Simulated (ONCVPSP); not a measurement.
## Ranking ONCV potentials for Zn

All share these settings but for the change named:

ONCVPSP 4.0.1 input, shortened (lines: element, Z, core and valence counts, functional; n l f; lmax; l rc ep ncon nbas qcut; lloc lpopt rc5 dvloc0; l nproj debl; icmod fcfact rcfact), PBEsol, scalar-relativistic:

```
  Zn 30.00    3    4  -116133      upf
    1    0    2.00
    2    0    2.00
    2    1    6.00
    3    0    2.00
    3    1    6.00
    3    2   10.00
    4    0    0.50
    2
    0    1.15    0.00    4    8   12.10
    1    0.85    0.00    4    7   12.80
    2    1.20    0.00    3    8   11.90
    4    4    0.65    1.00
    0    2    1.60
    1    1    1.60
    2    3    3.10
    0    0.00    0.00
```

Cutoff: the first of the cutoffs (Ha) at which the residual kinetic energy of the hardest occupied pseudo-wave falls to 1 and 0.1 mHa per electron; the density cutoff is not measured.

The base gives 60 Ha.

Of 5 variants that were run, those that failed, showed a ghost or another fault, or gave nearly equal values are left out.

A variant can come out equal or close to the base.

(1) Rank these variants from softest to hardest (loose cutoff).
A. all radii scaled by about 0.82 (s 0.94, p 0.70, d 1.00 bohr); local potential polynomial inside 0.54 bohr (lpopt 4, dvloc0 1 Ha)
B. all radii scaled by about 1.20 (s 1.38, p 1.02, d 1.44 bohr); local potential polynomial inside 0.78 bohr (lpopt 4, dvloc0 1 Ha)
C. all radii scaled by about 0.89 (s 1.02, p 0.76, d 1.06 bohr); local potential polynomial inside 0.58 bohr (lpopt 4, dvloc0 1 Ha)

## Answers

(1) B (52 Ha), C (66 Ha), A (85 Ha).
